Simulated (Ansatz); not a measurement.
`[CH3][Al]([NH2])[SH]`, 10 atoms. Total charge 0; spin multiplicity 1. Hardware: A = 2 threads of a server CPU on a shared host; B = 2 threads of an AMD EPYC 7R13 on a shared host and a share of an NVIDIA H100 80 GB. Correlated methods freeze the cores. Open-shell runs search over several starts.

Problem. How many basis functions does each run have, and how long does it take in Ansatz? RKS revPBE-D4/def2-TZVPP energy [A]; direct RPA on PBE orbitals/def2-TZVPP energy [A]; RKS PBE0-D4/def2-QZVPP energy [B]; UHF-CCSD(T)/def2-TZVPP energy of the cation [B]; RKS PBE0-D4/def2-TZVP frequencies [A]; RKS ωB97M-V/def2-QZVPP energy [B]; RHF-CCSD(T)/cc-pV(Q+d)Z energy [B]; UHF-MP2/def2-QZVPP energy of the cation [B]; RKS PBE0-D4/def2-TZVPP energy [A]; RHF-CCSD(T)/def2-QZVPP energy [B]; RKS PBE0-D4/def2-SVP energy [A]; RKS r2SCAN-D4/def2-TZVPP energy and forces [A]. (Estimate.)

Solution. Ansatz gave: Other jobs shared the machine, so times are rough.

| level | job | functions | wall time | peak host memory (GiB) |
| --- | --- | --- | --- | --- |
| RKS PBE0-D4/def2-SVP | energy [A] | 94 | 1.7 s | 0.2 |
| RKS revPBE-D4/def2-TZVPP | energy [A] | 230 | 3.1 s | 0.3 |
| RKS PBE0-D4/def2-QZVPP | energy [B] | 434 | 4.7 s | 0.9 |
| RKS PBE0-D4/def2-TZVPP | energy [A] | 230 | 4.9 s | 0.54 |
| RKS ωB97M-V/def2-QZVPP | energy [B] | 434 | 6.5 s | 0.98 |
| RKS r2SCAN-D4/def2-TZVPP | energy and forces [A] | 230 | 8 s | 0.33 |
| direct RPA on PBE orbitals/def2-TZVPP | energy [A] | 230 | 8.5 s | 0.54 |
| UHF-MP2/def2-QZVPP | energy of the cation [B] | 434 | 13 s | 0.96 |
| RHF-CCSD(T)/def2-QZVPP | energy [B] | 434 | 14 s | 2.1 |
| RHF-CCSD(T)/cc-pV(Q+d)Z | energy [B] | 418 | 27 s | 2 |
| UHF-CCSD(T)/def2-TZVPP | energy of the cation [B] | 230 | 35 s | 1.1 |
| RKS PBE0-D4/def2-TZVP | frequencies [A] | 172 | 3.5 min | 0.42 |
